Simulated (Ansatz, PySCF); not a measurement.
H₉N₃Si₃. Atoms are numbered in the order given.

```xyz
15

Si    -0.1038    -0.8890     1.5896
N      0.4503    -1.3988     0.0000
Si    -0.1038    -0.8890    -1.5896
N     -0.2858     0.8452    -1.4541
Si     0.2839     1.6597     0.0000
N     -0.2858     0.8452     1.4541
H      0.9531    -1.3681     2.5529
H     -1.4229    -1.4717     2.0381
H      1.2140    -2.0815     0.0000
H      0.9531    -1.3681    -2.5529
H     -1.4229    -1.4717    -2.0381
H     -1.0029     1.3132    -2.0146
H     -0.2723     3.0567     0.0000
H      1.7843     1.6937     0.0000
H     -1.0029     1.3132     2.0146
```
Charge 0, spin multiplicity 1.

Geometry optimised at PBE-D3(BJ)/def2-SVP.

Vertical ionisation energy (IE) and electron affinity (EA) in eV. Rows of orbital energies are one-electron estimates. Where ΔSCF, EOM or ADC give a negative EA the extra electron is unbound and the value depends on the basis.

```
level                                                                       IE     EA
------------------------------------------------------------------------  ----  -----
−ε(HOMO), −ε(LUMO), B3LYP/def2-TZVP (PySCF)                               6.96  -0.06
−ε(HOMO), −ε(LUMO), PBE/def2-TZVP (PySCF)                                    ?      ?
ΔSCF, CAM-B3LYP/def2-SVPD (Ansatz), final states of multiplicity 2 and 2  9.22  -1.51
ΔSCF, PBE/def2-SVPD (Ansatz), final states of multiplicity 2 and 2        8.53  -1.11
```

Question: Some entries are withheld; supply them. (Estimate from the structure and the level; the computed values follow.)

Answer: 
- −ε(HOMO), −ε(LUMO), PBE/def2-TZVP (PySCF), IE: 5.86
- −ε(HOMO), −ε(LUMO), PBE/def2-TZVP (PySCF), EA: 0.58

Question: What vertical singlet–triplet gap does ΔSCF give with CAM-B3LYP/def2-SVPD (Ansatz, a program for electronic structure) and with PBE/def2-SVPD (Ansatz)? (An estimate is asked for; the answer gives what the named calculation found.)

Answer: 6.32 and 5.34 eV (triplet above singlet where positive).
